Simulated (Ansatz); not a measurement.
A nudged elastic band was laid between two geometries of CH$_{5}$Cl$_{2}$InO (10 atoms, charge 0, multiplicity 1).

These are results of Ansatz 0.2.0, RKS CAM-B3LYP/def2-SVP, not measurements.

```json
{
  "movable images": "7",
  "climbing image": "yes",
  "spring": "5.0 eV/Å²",
  "optimiser": "quadratic models (default)",
  "start path": "through a guess of the saddle point",
  "force threshold": "0.5 eV/Å",
  "iteration limit": "60",
  "end points": "relaxed"
}
```

Image 0:

```xyz
10
Properties=species:S:1:pos:R:3
In -0.545 -0.398 -0.534
C 0.642 -1.259 1.022
Cl -0.500 -1.101 -2.779
Cl -2.580 0.769 -0.046
H 0.874 2.193 -0.182
O 0.213 1.800 -0.768
H 1.688 -1.336 0.696
H 0.578 -0.647 1.932
H 0.265 -2.266 1.243
H -0.636 2.246 -0.584
```

Image 8:

```xyz
10
Properties=species:S:1:pos:R:3
In -0.906 0.267 -1.177
C 0.863 -0.690 1.078
Cl -0.116 -1.332 -2.661
Cl -2.899 -0.128 -0.032
H 1.041 0.357 0.788
O 0.013 2.012 -1.065
H 1.082 -1.366 0.239
H 1.544 -0.933 1.905
H -0.170 -0.832 1.426
H -0.453 2.645 -0.502
```

Problem. Which bonds break or form, and what moves?

Solution. Bonds broken: In1–C2, H5–O6. Bonds formed: C2–H5. CH5Cl2InO becomes CH4 + Cl2HInO.

Problem. Give the energies along the band, and the barrier.

Solution. It converged. The highest image is number 5 of 0 to 8, 37.7 kcal/mol above the first end and 28.4 kcal/mol above the last; the last end lies 9.3 kcal/mol above the first. The threshold of 0.5 eV/Å is loose, so the images may lie well off the minimum-energy path. The order of the stationary point at the top wasn't checked. The orbitals stay closed-shell, which can raise the energy where a bond breaks towards radicals; this wasn't checked here.

```tsv
image	path coordinate (Å)	energy (kcal/mol)	In1–C2 (Å)	H5–O6 (Å)	C2–H5 (Å)
0	0.00	0.0	2.14	0.97	3.66
1	0.72	0.1	2.14	0.97	3.57
2	1.43	1.2	2.14	0.97	3.17
3	2.14	4.2	2.15	0.97	2.67
4	2.85	12.5	2.19	0.98	2.06
5	3.56	37.7	2.36	1.27	1.39
6	4.24	17.7	2.75	1.82	1.12
7	4.91	9.9	3.07	2.36	1.10
8	5.59	9.3	3.02	2.69	1.10
```

Problem. What is the geometry of the highest image?

Solution. 
```xyz
10
Properties=species:S:1:pos:R:3:forces:R:3
In -0.844 -0.137 -0.882 -0.09 -0.01 -0.05
C 0.671 -0.665 0.849 0.02 -0.01 0.00
Cl -0.285 -1.183 -2.891 -0.01 0.01 0.00
Cl -3.082 -0.021 -0.216 0.03 -0.01 0.00
H 0.617 0.639 0.379 -0.14 0.19 -0.13
O 0.288 1.577 -0.406 0.21 -0.08 0.02
H 1.299 -1.407 0.341 0.03 -0.05 0.00
H 1.324 -0.149 1.574 0.06 -0.02 0.08
H -0.090 -1.160 1.469 -0.03 -0.05 0.04
H 0.103 2.506 -0.218 -0.08 0.03 0.03
```

The run took 4.2 min on 4 threads of Arm Neoverse N1, with other jobs on the host, peak memory 0.37 GiB.
